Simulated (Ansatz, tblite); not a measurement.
Forces on Sb3 at its r2SCAN-D4/def2-SVP geometry. The state is a doublet with charge 0.

In the def2 sets Sb takes a core potential; there is no spin–orbit coupling. The xTB rows come from tblite. At PBE0-D4/def2-TZVP the charge 0 doublet is spin-contaminated (final ⟨S²⟩ up to 0.91, 0.75 for a pure state). The structure comes from a short search, and lower isomers may exist.

GFN1-xTB (tblite), largest force 1.19 eV/Å:

```xyz
3
positions Å, forces eV/Å
Sb   -1.538    0.548   -0.094    1.125   -0.378   -0.038
Sb    0.515   -0.469    1.368   -0.309    0.281   -0.818
Sb    1.022   -0.080   -1.274   -0.816    0.098    0.856
```

GFN2-xTB (tblite), largest force 0.40 eV/Å:

```
Sb 0.374 -0.126 -0.012
Sb -0.103 0.094 -0.274
Sb -0.271 0.032 0.285
```

PBE0-D4/def2-TZVP (Ansatz), largest force 0.42 eV/Å:

```
Sb 0.380 -0.139 0.042
Sb -0.140 0.127 -0.370
Sb -0.240 0.013 0.328
```
